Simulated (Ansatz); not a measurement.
C3H5ClGe can be A, `C#[C][GeH2][CH2]Cl`, or B, `Cl[C]1=C[CH2][GeH2]1`.

Isolated molecules relaxed with PBE0-D4/def2-TZVP in Ansatz; ΔE leaves out vibrations. CCSD(T)/CBS is the MP2 limit (def2-TZVPP, def2-QZVPP) plus CCSD(T) − MP2 in def2-TZVPP, frozen cores. DFT in def2-TZVPP. B3LYP here is the variant with VWN-RPA as its local correlation; programs differ in this. For Ge outer-core shells are correlated without core-valence functions, which leaves a few kJ/mol of doubt a bond. Scalar relativity is left out up to krypton. One conformer a species, not always the lowest.

Task: Which isomer does CCSD(T)/CBS put lower? Give the gap. (Best estimate.)

Result: The calculation gave: B, by 10.3 kcal/mol.

Task: Give E(B) − E(A) in kcal/mol with CCSD(T)/def2-TZVPP, ωB97M-V, MP2/def2-TZVPP, HF/def2-TZVPP, r2SCAN-D4, PBE-D4, B3LYP-D4. (Estimate.)

Result: The calculation gave: CCSD(T)/def2-TZVPP -9.6, ωB97M-V -11.6, MP2/def2-TZVPP -9.8, HF/def2-TZVPP -3.6, r2SCAN-D4 -14.6, PBE-D4 -17.4, B3LYP-D4 -10.7. None reverses the order clearly.

Largest T1 diagnostic: 0.012.

In def2-TZVPP, CCSD(T) changes the Hartree–Fock value by −5.9 kcal/mol (the triples alone add −1.0 kcal/mol) and MP2 by −6.2 kcal/mol. The D4 term adds −0.8 kcal/mol with B3LYP and −0.3 kcal/mol with PBE0; it sums over pairs of atoms, weighted by their polarisabilities, and B3LYP, whose exchange is more repulsive, gets the larger term.
